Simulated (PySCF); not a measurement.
C₆ coefficients of unlike pairs at UHF

Calculated with PySCF 2.14 from the dipole response of each species, C₆(A,B) = (3/π) ∫ α_A(iu) α_B(iu) du, in atomic units, from isotropic polarisabilities. For ions this is the dispersion term alone; charge-induced terms of lower order in 1/R come first.

| species | configuration | basis | relativity | α (bohr³) | C₆ (like pair) |
| --- | --- | --- | --- | --- | --- |
| As | [Ar] 3d10 4s2 4p3 (4S) | def2-QZVPPD (12s7p5d4f1g) | none | 30.42 | 260.1 |
| Mg | [Ne] 3s2 (1S) | def2-TZVPPD (5s5p3d) | none | 81.31 | 762.0 |
| Mg(2+) | [Ne] (1S) | aug-cc-pCVQZ-DK (10s9p7d5f3g) | spin-free X2C | 0.4585 | 0.5411 |
| B(2+) | [He] 2s1 (2S) | x2c-TZVPPall with one added diffuse shell each of s, p, d type (6s4p3d1f) | spin-free X2C | 7.905 | 11.05 |

(1) Estimate C₆ for Mg(2+) with Mg.

No spin-orbit coupling is included.

The other pairs:

```json
{"pair": "Mg(2+), As", "C₆": "7.596"}
{"pair": "B(2+), Mg", "C₆": "89.59"}
{"pair": "B(2+), Mg(2+)", "C₆": "1.284"}
{"pair": "Mg, As", "C₆": "403.5"}
{"pair": "B(2+), As", "C₆": "52.25"}
```

Answers

(1) The integral gives 8.569. The combination rule 2 C_A C_B / (C_A α_B/α_A + C_B α_A/α_B) gives 8.226 and the geometric mean 20.31.
